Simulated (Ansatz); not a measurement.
Diatomic AlS, multiplicity 2 (the spin of the measured ground state).

Seven points along R, fitted to fifth degree in 1/R; most abundant isotopes. Runs in def2 and cc sets follow the lowest solution found near the PBE0 minimum.

Run with Ansatz (a first-principles code). Values without a source in brackets are computed.

Energies at PBE0/def2-TZVPP:

```json
[
 {"R (Å)": "1.889070", "E (hartree)": "-640.36844940"},
 {"R (Å)": "1.939852", "E (hartree)": "-640.37448552"},
 {"R (Å)": "1.986570", "E (hartree)": "-640.37736761"},
 {"R (Å)": "2.039383", "E (hartree)": "-640.37816439"},
 {"R (Å)": "2.092196", "E (hartree)": "-640.37690961"},
 {"R (Å)": "2.153134", "E (hartree)": "-640.37354778"},
 {"R (Å)": "2.224228", "E (hartree)": "-640.36780757"}
]
```

**Question.** With a reduced mass of 14.6328 u, find the minimum, the force constant and the constants.

**Answer.** A fifth-degree polynomial in 1/R puts the minimum at r_e = 2.0313 Å with force constant 332 N/m. Then ω_e = (1/2πc)√(k/μ) = 621 cm⁻¹ and B_e = h/(8π²cμr_e²) = 0.2792 cm⁻¹; the cubic and quartic terms give α_e = 0.0017 and ω_e x_e = 3.3 cm⁻¹.
